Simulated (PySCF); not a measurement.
How methods differ on the excitation energy of Ga²⁺

Ga²⁺ [Ar] 3d10 4s1 (2S) → Ga²⁺ [Ar] 3d9 4s2 (2D), as a difference of total energies. All numbers are calculated (PySCF 2.14, a scalar-relativistic core potential, in aug-cc-pwCVDZ-PP with ECP10MDF (6s5p4d1f, 48 functions)). Correlated levels: valence and next inner shell: nothing frozen outside the core potential. The calculations carry no spin-orbit coupling.

```csv
method,excitation energy (eV)
UHF,15.774
LDA,16.698
PBE,16.424
PBE0,16.441
r2SCAN,16.238
r2SCAN0,16.276
PW91,16.424
revPBE,16.500
wB97X,16.247
MP2 (valence and next inner shell),16.837
SCS-MP2 (valence and next inner shell),16.526
```

Q: How much does correlation contribute at MP2 (valence and next inner shell)?

A: 16.837 − (15.774) = 1.063 eV, measured against UHF.
